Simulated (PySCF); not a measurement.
**Radial density of W(2+) (tungsten, charge +2)**

PW91, [Xe] 4f14 5d3 6s1, high-spin 5F determinant (an excited configuration). All numbers are calculated (PySCF 2.14, scalar relativity by spin-free X2C-1e, in ANO-R3).

```tsv
r (bohr)	4πr²ρ (e/bohr)	4πr²(ρα − ρβ)
0.0179	94.34	-0.0010
0.0301	95.28	0.0016
0.0506	134.2	0.0378
0.0851	110.7	0.1241
0.143	121.9	0.1320
0.241	77.02	-0.0056
0.405	75.92	0.3089
0.681	35.53	0.0561
1.15	13.95	1.6131
1.93	3.515	1.9177
3.24	0.5935	0.5758
5.45	0.01854	0.0185
9.17	0.0002974	0.0003
15.4	1.157e-05	0.0000
```

Densities and radii are taken from the X2C orbitals without a picture-change correction, which distorts them close to the nucleus.

Spin-orbit coupling, absent here, splits the open shell strongly.

Problem. Where is the radial spin density 4πr²(ρα − ρβ) most negative, and why is it negative at all?

Solution. Around r = 0.241 bohr, down to -0.0056 e/bohr: exchange with the open shell polarises the paired shells in an unrestricted calculation.
